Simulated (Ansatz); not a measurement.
The cluster Au2F2⁻, relaxed as a doublet with UKS r2SCAN-D4/def2-TZVPD in Ansatz, starting from the GFN1-xTB geometry. Force threshold 0.02 eV/Å.

In the def2 sets Au takes a core potential; there is no spin–orbit coupling. Another isomer (doublet) lies 0.14 eV lower at r2SCAN-D4/def2-TZVPD; other spin states weren't run for this one.

Start:

```csv
atom,x (Å),y (Å),z (Å)
Au1,-0.434,-0.112,-0.407
Au2,1.476,0.382,1.383
F3,-1.468,-1.270,0.836
F4,0.425,1.000,-1.813
```

Question: Estimate the energy that the relaxation releases and the steps that it takes.

Answer: 0.01 eV, in 3 steps; 59 s on 4 threads of Intel Xeon on a shared host. No frequencies were taken in this run, so the end may be a saddle point.

Question: Does the start keep its bonding and symmetry?

Answer: By distances, no bond broke or formed. The bond that changes most is Au1–F3, from 1.99 to 1.96 Å (atoms count from 1). Point group C2v at the start, C2v at the end, both within 0.05 Å.

Question: Predict the relaxed structure.

Answer: 
```xyz
4

Au   -0.441   -0.114   -0.413
Au    1.466    0.379    1.373
F    -1.449   -1.255    0.829
F     0.423    0.990   -1.790
```
Bond lengths (bridged metal pairs left out): 2 × Au–F 1.96 Å; 1 × Au–Au 2.66 Å.
